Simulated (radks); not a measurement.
Values are calculated unless marked as measured or tabulated.
Isoelectronic series with 16 electrons, all held in the configuration [Ne] 3s2 3p4, which need not be the ground one along the series. Code: a radial shooting solver on a logarithmic mesh with Libxc functionals. Model: scalar-relativistic Kohn-Sham, PBE, spin-polarised, spherical densities, finite nucleus; open shells are filled with parallel spins first (spin-orbit coupling, left out, can overturn this in heavy ions); Fermi nuclear charge, rms radius of each element as measured or else 0.836 A^(1/3) + 0.57 fm. Total energies (hartree) and mean radii <r> (bohr) (* marks an orbital that is empty in some or all of the ions):

ion    E (hartree)  4s up*  3d down*  3d up*  3p down   3p up  3s down   3s up
Pm45+   -8144.7451  0.4468    0.2045  0.2046   0.2321  0.2318   0.2383  0.2381
Sm46+   -8441.8216  0.4376    0.2004  0.2006   0.2275  0.2272   0.2335  0.2333
Eu47+   -8745.0077  0.4288    0.1965  0.1967   0.2231  0.2229   0.2289  0.2286
Gd48+   -9054.3393  0.4202    0.1928  0.1929   0.2188  0.2186   0.2244  0.2242
Tb49+   -9369.9283  0.4120    0.1892  0.1893   0.2147  0.2145   0.2200  0.2198
Dy50+   -9691.7101  0.4040    0.1857  0.1858   0.2108  0.2106   0.2158  0.2156
Ho51+  -10019.8969  0.3963    0.1823  0.1825   0.2069  0.2067   0.2118  0.2116
Er52+  -10354.4691  0.3888    0.1791  0.1792   0.2032  0.2030   0.2078  0.2076
Tm53+  -10695.5587  0.3816    0.1760  0.1761   0.1996  0.1995   0.2040  0.2038
Yb54+  -11043.1506  0.3746    0.1729  0.1730   0.1962  0.1960   0.2003  0.2001
Lu55+  -11397.3842  0.3678    0.1700  0.1701   0.1928  0.1926   0.1967  0.1965
Hf56+  -11758.3787  0.3613    0.1672  0.1673   0.1895  0.1894   0.1932  0.1930
Ta57+  -12126.1532  0.3549    0.1644  0.1645   0.1864  0.1862   0.1898  0.1896
W58+   -12500.7994  0.3487    0.1618  0.1619   0.1833  0.1832   0.1864  0.1863
Re59+  -12882.4223  0.3427    0.1592  0.1593   0.1803  0.1802   0.1832  0.1831
Os60+  -13271.0680  0.3368    0.1567  0.1568   0.1774  0.1773   0.1801  0.1800
Ir61+  -13666.9155  0.3312    0.1543  0.1544   0.1746  0.1745   0.1770  0.1769
Pt62+  -14069.9799  0.3256    0.1519  0.1520   0.1719  0.1718   0.1741  0.1739
